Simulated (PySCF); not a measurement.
**Cost of excited-state runs on `C=C(/C=C\[Se-])C(C)=O`, [C6H7OSe]-, charge -1**

Atoms are numbered as in `[CH2:1]=[C:2](/[CH:3]=[CH:4]\[Se-:5])[C:6]([CH3:7])=[O:8]`. Hydrogens are named by the atom that carries them. Ha(C1) is cis to C3; Hb(C1) is trans to C3.

PySCF with density fitting, on 1 thread of an Arm Neoverse V1, shared host. Command: `OMP_NUM_THREADS=1 python excited_run.py task.json out`

(1) How long does each of these runs take, and how much memory?
- excited states, PBE0/def2-SVP; Tamm-Dancoff; spin-orbit couplings; 5 states; 4 triplets; quadratic response for 4 states
- excited states, PBE0/aug-cc-pVDZ; two-photon moments; 6 states; quadratic response for 5 states; 0 triplets

Results:

(1) 
```csv
run,level,basis functions,wall time,peak memory (GiB)
excited states,PBE0/def2-SVP,165,28 s,0.78
excited states,PBE0/aug-cc-pVDZ,260,72 s,1.2
```
Times from a shared host are rough.
